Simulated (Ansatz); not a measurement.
Consider the ligand exchange at the Si–C bond: `BC([SiH3])[SiH2]Cl` + `[OH][Ga]([Cl])[Cl]` → `[SiH3][O][Ga]([Cl])[Cl]` + `BC[SiH2]Cl`.

Gas-phase electronic energies from Ansatz, PBE0-D4/def2-TZVP geometries. CCSD(T)/CBS is the MP2 limit (def2-TZVPP, def2-QZVPP) plus CCSD(T) − MP2 in def2-TZVPP, frozen cores. Functionals use def2-TZVPP. B3LYP here is the variant with VWN-RPA as its local correlation; programs differ in this. For Ga outer-core shells are correlated without core-valence functions, which leaves a few kJ/mol of doubt a bond. Scalar relativity is left out up to krypton. Each species was taken in one conformer, which may not be the lowest.

Question: Is it downhill or uphill in electronic energy at CCSD(T)/CBS, and by how much? (An estimate is asked.)

Answer: Ansatz gave: Downhill: ΔE = -79.6 kJ/mol.

Question: What do these levels give: B3LYP-D4, ωB97M-V, PBE, CCSD(T)/def2-TZVPP, MP2/CBS(def2), CCSD/CBS(def2)? (Best estimate.)

Answer: Ansatz gave: B3LYP-D4 -84.9, ωB97M-V -78.3, PBE -67.5, CCSD(T)/def2-TZVPP -81.2, MP2/CBS(def2) -78.4, CCSD/CBS(def2) -84.9 kJ/mol.

Largest T1 diagnostic among the species: 0.012.

The D4 term adds +6.6 kJ/mol with B3LYP and +3.5 kJ/mol with PBE0; it sums over pairs of atoms, weighted by their polarisabilities, and B3LYP, whose exchange is more repulsive, gets the larger term. In def2-TZVPP, CCSD(T) changes the Hartree–Fock value by +34.6 kJ/mol (the triples alone add +5.3 kJ/mol) and MP2 by +35.7 kJ/mol. From PBE to PBE0 (25 % exact exchange), in def2-TZVPP and without D4, ΔE moves by −6.3 kJ/mol.
